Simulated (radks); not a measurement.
Spherical jellium clusters: N electrons in a uniform positive sphere of charge N and radius rs N^(1/3), rs = 3.57 bohr. Method: non-relativistic Kohn-Sham, LDA (Slater exchange, Perdew-Wang correlation), spin-polarised, spherical densities; computed with a radial shooting solver with Libxc functionals. Levels are named by radial order and angular momentum (1s, 1p, 1d, 2s, ...), and open shells are averaged over m.

N = 28, configuration 1s2 1p6 1d10 2s2 1f(up 7, down 1). This is the lowest configuration that the search found. Occupied and some empty levels:

level,occupation,eigenvalue (eV),<r> (bohr)
1s up,1,-6.1417,6.544
1s down,1,-5.9316,6.190
1p up,3,-5.3205,7.777
1p down,3,-5.0149,7.617
1d up,5,-4.2915,8.609
1d down,5,-3.9420,8.567
2s up,1,-3.8104,6.946
2s down,1,-3.6282,7.164
1f up,7,-3.0849,9.312
1f down,1,-2.7240,9.357
2p up,0,-2.3858,8.351
2p down,0,-2.2106,8.466
1g up,0,-1.7415,10.03
1g down,0,-1.3947,10.17
2d up,0,-1.0753,10.40
2d down,0,-0.90715,10.66

Energy (eV): total -50.8121, kinetic 61.154, external -2328.8, Hartree 1149.7, exchange-correlation -113.68, background 1180.8.
